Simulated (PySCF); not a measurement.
Compound: C₂H₅GaS₂.
Atom-mapped SMILES: `[CH2:1]1[CH2:2][S:3][GaH:4][S:5]1` (hydrogens: H6, H7 on C1; H8, H9 on C2; H10 on Ga4)

Method: PBE0-D3(BJ)/def2-SVP geometry optimisation, gas phase (PySCF 2.14.0); density fitting, grid level 1; the optimiser is geomeTRIC in internal coordinates, started from a GFN2-xTB structure with every atom displaced at random (about 0.01 Å).

Step 0: E = -76174.3990 eV
```
atom  x, y, z in Å  |  force x, y, z in eV/Å
C1     -0.7640   -0.7723   -0.5018   -0.226   1.056   0.789
C2     -0.8800    0.6430    0.1040    0.988  -0.717   0.332
S3      0.4743    1.7749   -0.4240    0.738  -0.854   0.190
Ga4     2.0280    0.1264   -0.1765   -1.146   0.034  -0.014
S5      0.7014   -1.6999    0.0389    0.735   0.661  -0.081
H6     -0.7849   -0.6963   -1.5843   -0.031  -0.069  -0.543
H7     -1.6283   -1.3403   -0.1640   -0.362  -0.333   0.037
H8     -1.7742    1.1343   -0.2392   -0.838   0.218  -0.217
H9     -0.8838    0.5968    1.2185   -0.106  -0.020  -0.490
H10     3.5610    0.2133   -0.1467    0.247   0.025  -0.004
```

Step 1: E = -76174.4960 eV
```
atom  x, y, z in Å  |  force x, y, z in eV/Å
C1     -0.7786   -0.7446   -0.4825    0.214  -0.260  -0.189
C2     -0.8721    0.6541    0.0915   -0.161   0.087  -0.299
S3      0.5610    1.7592   -0.2310   -0.094  -0.064  -0.187
Ga4     2.0225    0.1239   -0.2038    0.138  -0.016   0.169
S5      0.7490   -1.6574    0.0003   -0.021   0.013   0.008
H6     -0.8210   -0.7877   -1.5899   -0.138   0.278   0.295
H7     -1.6256   -1.3231   -0.0834    0.009  -0.103  -0.070
H8     -1.7619    1.1469   -0.3484    0.191   0.001   0.203
H9     -0.9947    0.5839    1.1794   -0.110   0.072   0.110
H10     3.5707    0.2247   -0.2072   -0.027  -0.009  -0.041
```

Q: Estimate the geometry and energy of step 2. (The exact step hangs on the optimiser's Hessian estimate; all steps are aligned on step 1, rigid shifts and turns removed.)

A: E = -76174.5244 eV, largest force 0.136 eV/Å
```
atom  x, y, z in Å  |  force x, y, z in eV/Å
C1     -0.7794   -0.7525   -0.4791    0.116  -0.069   0.016
C2     -0.8770    0.6495    0.0911    0.020  -0.040   0.023
S3      0.5524    1.7397   -0.2851   -0.023   0.012  -0.058
Ga4     2.0340    0.1217   -0.1682    0.011  -0.005  -0.006
S5      0.7573   -1.6629   -0.0161   -0.097   0.040   0.007
H6     -0.8443   -0.7414   -1.5776   -0.016   0.047  -0.012
H7     -1.6178   -1.3540   -0.0945    0.014  -0.021  -0.024
H8     -1.7625    1.1490   -0.3328    0.008   0.012   0.041
H9     -0.9931    0.6053    1.1849   -0.025   0.028  -0.002
H10     3.5800    0.2254   -0.1977   -0.009  -0.005   0.015
```

The energy changes by -0.0284 eV. The first-order estimate −F·Δx gives -0.0493 eV and the mean of the old and new forces, exact on a quadratic surface, -0.0282 eV. The step makes an angle of 54° with the force vector and moves no atom by more than 0.058 Å.

What follows is the cost of the whole optimisation. Time: 43 s; peak memory 0.52 GiB. Hardware: one thread, Arm Neoverse V2 (aarch64), no GPU, shared host.
